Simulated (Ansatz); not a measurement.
Isolated molecules relaxed with PBE0-D4/def2-TZVP in Ansatz; ΔE leaves out vibrations. CCSD(T)/CBS is the MP2 limit (def2-TZVPP, def2-QZVPP) plus CCSD(T) − MP2 in def2-TZVPP, frozen cores. This one scheme is used for every species. Functionals use def2-TZVPP. For Sc outer-core shells are correlated without core-valence functions, which leaves a few kJ/mol of doubt a bond. Scalar relativity is left out up to krypton. Each species was taken in one conformer, which may not be the lowest.

Reaction (silylene loss): `[NH2][Sc]([Cl])[O][SiH3]` → `[NH2][Sc]([OH])[Cl]` + `[SiH2]`

`[NH2][Sc]([Cl])[O][SiH3]`:

Cartesian coordinates in Å:
```
N 1.340 1.566 -1.486
Sc 0.479 1.259 0.246
Cl 0.576 2.920 1.865
O -0.370 -0.405 0.444
Si -1.129 -1.830 0.684
H 1.839 2.406 -1.752
H 1.369 0.927 -2.271
H -1.897 -1.806 1.958
H -2.072 -2.102 -0.435
H -0.134 -2.935 0.746
```

`[NH2][Sc]([OH])[Cl]`:

```xyz
7

N    -0.060    1.067   -0.966
Sc   -0.047   -0.623    0.030
O     0.248   -0.447    1.850
Cl   -0.395   -2.601   -1.149
H    -0.206    1.157   -1.965
H     0.076    1.995   -0.587
H     0.384   -0.547    2.787
```

`[SiH2]`:

```xyz
3

Si    0.663   -0.173    0.190
H    -0.335    0.886    0.645
H    -0.328   -0.712   -0.836
```

Problem. Is it downhill or uphill in electronic energy at CCSD(T)/CBS, and by how much? (Best estimate.)

Solution. Ansatz gave: Uphill: ΔE = +347.5 kJ/mol.

Problem. What do these levels give: BLYP-D4, r2SCAN-D4, PBE0-D4, BHLYP-D4, ωB97X-V, SCS-MP2/def2-TZVPP? (Estimate.)

Solution. Ansatz gave: BLYP-D4 327.8, r2SCAN-D4 363.4, PBE0-D4 348.2, BHLYP-D4 358.3, ωB97X-V 352.9, SCS-MP2/def2-TZVPP 353.3 kJ/mol.

Largest T1 diagnostic among the species: 0.015.

The D4 term adds +10.2 kJ/mol with B3LYP and +5.7 kJ/mol with PBE0; it sums over pairs of atoms, weighted by their polarisabilities, and B3LYP, whose exchange is more repulsive, gets the larger term. From BLYP to BHLYP (50 % exact exchange), in def2-TZVPP and without D4, ΔE moves by +34.3 kJ/mol. Leaving LDA and LC-ωPBE aside and taking each functional with its dispersion term where it has one, the values, not all of them listed here, spread over 38.8 kJ/mol, from BLYP-D4 to r2SCAN0-D4. LDA lies +29.7 kJ/mol from PBE without D4.

B3LYP here is the variant with VWN-RPA as its local correlation; programs differ in this.
